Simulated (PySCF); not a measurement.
# HTlS: from structure and modes to constants

Computed with PBE0/[Tl def2-TZVP with ECP60, S def2-TZVP, H def2-TZVP], scalar-relativistic core potentials, density fitting, no spin–orbit coupling, PySCF.

The singlet minimum has C∞v symmetry. Masses (u): Tl 204.97441, S 31.97207, H 1.00782.

```xyz
3
charge 0 multiplicity 1, angstrom
Tl    0.0000    0.0000    0.2894
S     0.0000    0.0000   -1.9173
H     0.0000    0.0000    1.9596
```

Harmonic wavenumbers (cm⁻¹): 470.6 (σ+, ×1), 510.4 (π, ×2), 1983.7 (σ+, ×1).

(1) Find the principal moments of inertia and the rotational constants. What kind of rotor is it?

(2) What is the harmonic zero-point energy?

(3) Find the vibrational entropy and heat capacity at 298.15 K.

(4) Give the standard entropy (298.15 K, 1 bar) by its translational, rotational, vibrational and spin parts, and Cp.

Results:

(1) About the centre of mass I = 138.57 u Å². With B = 16.8576/I this gives 0.1217 cm⁻¹. The molecule is linear.

(2) Half the sum of all 4 wavenumbers, 3475/2 = 1738 cm⁻¹, which is 20.8 kJ/mol (1 cm⁻¹ = 0.0119627 kJ/mol).

(3) With u = 1.43878 ω/T, each mode gives S = R[u/(eᵘ−1) − ln(1−e⁻ᵘ)] and C = R u² eᵘ/(eᵘ−1)².
```json
{"ω (cm⁻¹)": "470.6", "u": "2.271", "S (J/(mol K))": "3.08", "C (J/(mol K))": "5.50"}
{"ω (cm⁻¹)": "510.4 (×2)", "u": "2.463", "S (J/(mol K))": "2.65", "C (J/(mol K))": "5.13"}
{"ω (cm⁻¹)": "1983.7", "u": "9.572", "S (J/(mol K))": "0.01", "C (J/(mol K))": "0.05"}
```
The sums over all modes are S = 8.4 and C = 15.8 J/(mol K); the softest mode gives 37 % of the entropy (each member, where degenerate).

(4) Sackur–Tetrode with M = 237.95 u gives 177.1; rotation with symmetry number 1 gives 70.2; vibration 8.4; spin R ln 1 = 0.0. The total is 255.7 J/(mol K), and Cp = 7/2 R + 15.8 = 44.9 J/(mol K).

This need not be the most stable arrangement of these atoms. No spin–orbit coupling is included, which matters more the heavier the element.
